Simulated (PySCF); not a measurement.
(Z)-2-chloro-3-fluorobut-2-ene (C4H6ClF), SMILES C/C(F)=C(\C)Cl.

The structure is a stationary point at PBE0-D3(BJ)/def2-SVP.

All values below come from PBE0-D3(BJ)/def2-SVP (PySCF).

Frequencies are harmonic and unscaled.

Problem. List the normal modes with their intensities. (The exact figures need the calculation; the answer reports its results.)

Solution. 
```json
[
 {"mode": "1", "ν (cm⁻¹)": "145", "IR (km/mol)": "0.3", "moving atoms (share of kinetic energy)": "C 34 %, H 33 %, F 21 %, Cl 12 %"},
 {"mode": "2", "ν (cm⁻¹)": "156", "IR (km/mol)": "1.2", "moving atoms (share of kinetic energy)": "H 93 %"},
 {"mode": "3", "ν (cm⁻¹)": "182", "IR (km/mol)": "0.0", "moving atoms (share of kinetic energy)": "H 89 %"},
 {"mode": "4", "ν (cm⁻¹)": "226", "IR (km/mol)": "0.8", "moving atoms (share of kinetic energy)": "F 36 %, Cl 35 %, C 22 %"},
 {"mode": "5", "ν (cm⁻¹)": "326", "IR (km/mol)": "1.9", "moving atoms (share of kinetic energy)": "C 65 %, H 24 %, F 8 %"},
 {"mode": "6", "ν (cm⁻¹)": "336", "IR (km/mol)": "0.3", "moving atoms (share of kinetic energy)": "C 53 %, H 31 %, Cl 12 %"},
 {"mode": "7", "ν (cm⁻¹)": "388", "IR (km/mol)": "1.4", "moving atoms (share of kinetic energy)": "C 27 %, H 25 %, Cl 25 %, F 23 %"},
 {"mode": "8", "ν (cm⁻¹)": "520", "IR (km/mol)": "10.3", "moving atoms (share of kinetic energy)": "C 53 %, F 26 %, H 11 %, Cl 9 %"},
 {"mode": "9", "ν (cm⁻¹)": "561", "IR (km/mol)": "0.7", "moving atoms (share of kinetic energy)": "C 76 %, H 18 %"},
 {"mode": "10", "ν (cm⁻¹)": "644", "IR (km/mol)": "18.4", "moving atoms (share of kinetic energy)": "C 52 %, Cl 17 %, H 16 %, F 15 %"},
 {"mode": "11", "ν (cm⁻¹)": "881", "IR (km/mol)": "13.5", "moving atoms (share of kinetic energy)": "C 47 %, H 34 %, F 14 %"},
 {"mode": "12", "ν (cm⁻¹)": "994", "IR (km/mol)": "3.9", "moving atoms (share of kinetic energy)": "H 67 %, C 25 %, F 9 %"},
 {"mode": "13", "ν (cm⁻¹)": "1037", "IR (km/mol)": "3.4", "moving atoms (share of kinetic energy)": "H 68 %, C 32 %"},
 {"mode": "14", "ν (cm⁻¹)": "1052", "IR (km/mol)": "0.3", "moving atoms (share of kinetic energy)": "H 64 %, C 36 %"},
 {"mode": "15", "ν (cm⁻¹)": "1107", "IR (km/mol)": "68.1", "moving atoms (share of kinetic energy)": "C 55 %, H 44 %"},
 {"mode": "16", "ν (cm⁻¹)": "1189", "IR (km/mol)": "42.9", "moving atoms (share of kinetic energy)": "C 73 %, H 21 %"},
 {"mode": "17", "ν (cm⁻¹)": "1303", "IR (km/mol)": "70.3", "moving atoms (share of kinetic energy)": "C 59 %, H 29 %, F 12 %"},
 {"mode": "18", "ν (cm⁻¹)": "1400", "IR (km/mol)": "3.3", "moving atoms (share of kinetic energy)": "H 67 %, C 33 %"},
 {"mode": "19", "ν (cm⁻¹)": "1411", "IR (km/mol)": "29.6", "moving atoms (share of kinetic energy)": "H 56 %, C 43 %"},
 {"mode": "20", "ν (cm⁻¹)": "1437", "IR (km/mol)": "0.0", "moving atoms (share of kinetic energy)": "H 97 %"},
 {"mode": "21", "ν (cm⁻¹)": "1441", "IR (km/mol)": "19.0", "moving atoms (share of kinetic energy)": "H 97 %"},
 {"mode": "22", "ν (cm⁻¹)": "1451", "IR (km/mol)": "5.1", "moving atoms (share of kinetic energy)": "H 96 %"},
 {"mode": "23", "ν (cm⁻¹)": "1459", "IR (km/mol)": "11.8", "moving atoms (share of kinetic energy)": "H 95 %"},
 {"mode": "24", "ν (cm⁻¹)": "1804", "IR (km/mol)": "33.5", "moving atoms (share of kinetic energy)": "C 96 %"},
 {"mode": "25", "ν (cm⁻¹)": "3059", "IR (km/mol)": "20.6", "moving atoms (share of kinetic energy)": "H 97 %"},
 {"mode": "26", "ν (cm⁻¹)": "3061", "IR (km/mol)": "9.3", "moving atoms (share of kinetic energy)": "H 97 %"},
 {"mode": "27", "ν (cm⁻¹)": "3137", "IR (km/mol)": "3.9", "moving atoms (share of kinetic energy)": "H 91 %, C 9 %"},
 {"mode": "28", "ν (cm⁻¹)": "3140", "IR (km/mol)": "5.0", "moving atoms (share of kinetic energy)": "H 91 %, C 9 %"},
 {"mode": "29", "ν (cm⁻¹)": "3183", "IR (km/mol)": "8.8", "moving atoms (share of kinetic energy)": "H 91 %, C 9 %"},
 {"mode": "30", "ν (cm⁻¹)": "3207", "IR (km/mol)": "5.5", "moving atoms (share of kinetic energy)": "H 91 %, C 9 %"}
]
```
